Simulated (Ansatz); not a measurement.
Basis-set extrapolation for C8H13NSi (`CCN([SiH3])c1ccccc1`) (PBE0-D4/def2-TZVP geometry, frozen core, the Gaussian-basis code of Ansatz). Multiplicity 1, RHF reference.

|  | def2-TZVPP | def2-QZVPP |
| --- | --- | --- |
| HF | -654.049851 | -654.074939 |
| MP2 correlation | -1.636770 | -1.741626 |
| CCSD(T) correlation | -1.780907 | not run |

Energies in hartree. Use E(X) = E(∞) + A·exp(−7.88·√X) for Hartree–Fock and E(X) = E(∞) + B·X^(−2.97) for correlation, with X = 3 and 4, and add CCSD(T) minus MP2 of the smaller set to the MP2 limit.

Question: What is the CCSD(T) energy at the basis-set limit?

Answer: HF limit: -654.074939 + (-0.025088) × 0.13774 = -654.07839. MP2 limit: -1.741626 + (-0.104856) × 0.74074 = -1.81930. Higher-order term: -1.780907 − (-1.636770) = -0.14414. Total: -656.04183 hartree, 132.4 kcal/mol below CCSD(T)/def2-TZVPP.
